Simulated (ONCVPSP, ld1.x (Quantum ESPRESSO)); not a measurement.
**Potentials for Be compared**

Generated with ld1.x 7.5 (TM, RRKJ, ultrasoft, PAW), atompaw 4.2 or ONCVPSP 4.0.1. The cutoff is in Ry: for ld1.x and atompaw files where the sum of valence levels is converged to 10 mRy in a Bessel basis, for ONCV files where the hardest occupied wave has 1 mHa per electron of residual kinetic energy. The error is the largest all-electron minus pseudo excitation energy over each file’s own four to seven test configurations (ionisations up to +4, promotions, holes and added fractions of an electron), all of which were solved. The labels leave out finer settings (local radius, basis sizes, second energies), which also bear on the numbers. Spin-polarised tests are not counted. The rows are a selection from randomly drawn settings: files with unsolved tests, undetermined cutoffs or missed reference levels are left out.

| potential | cutoff (Ry) | largest error (meV) | bound ghosts |
| --- | --- | --- | --- |
| ONCV, LDA (Perdew-Wang 92), scalar-relativistic, rc 0.85/0.90 (sp), local smoothed, core correction no, reference 1s2 2s2, qcut 11.7/10.7, projectors 2/2 | 127 | +5.8 | none |
| ONCV, LDA (Perdew-Wang 92), non-relativistic, rc 1.58/4.02 (sp), local smoothed, core correction yes, reference 2s1 2p1, qcut 5.2/3.4, projectors 2/1 | 14 | +69 | none |
| ONCV, LDA (Perdew-Wang 92), scalar-relativistic, rc 1.35/3.10 (sp), local s, core correction yes, reference 2s1.5 2p0.5, qcut 5.4/4.8, projectors 0/1 | 12 | -3.3 | none |
| ONCV, PBEsol, scalar-relativistic, rc 0.65/0.65/0.55 (spd), local smoothed, core correction no, reference 1s2 2s1.75, qcut 17.4/12.4/16.4, projectors 3/2/2 | 223 | +2.2 | none |
| TM, PBE, scalar-relativistic, rc 1.70/2.75 (sp), local s, core correction yes, reference 2s1 2p0 | 10 | +53 | none |
| ultrasoft, PBE, scalar-relativistic, rc 2.40/4.60 (sp), local smoothed, core correction yes, reference 2s1.75 2p0.25 | 6 | -93 | none |
| PAW, LDA (PZ), scalar-relativistic, rc 0.70/4.35 (sp), local smoothed, core correction no, reference 1s2 2s1.75 2p0.25 | 120 | -369 | none |

(1) Fill in the row for Be: ONCV, PBE, scalar-relativistic, rc 0.70/0.55/0.55 (spd), local smoothed, core correction no, reference 1s2 2s1.5, qcut 21.6/16.3/20.6, projectors 2/2/2.

(2) Fill in the row for Be: ONCV, PBE, scalar-relativistic, rc 0.75/0.70/0.80 (spd), local p, core correction no, reference 1s2 2s2, qcut 16/13.3/11.5, projectors 2/0/3.

Results:

(1) cutoff 247 Ry, largest error +1.8 meV, bound ghosts: none.

(2) cutoff 189 Ry, largest error +854 meV, bound ghosts: none.
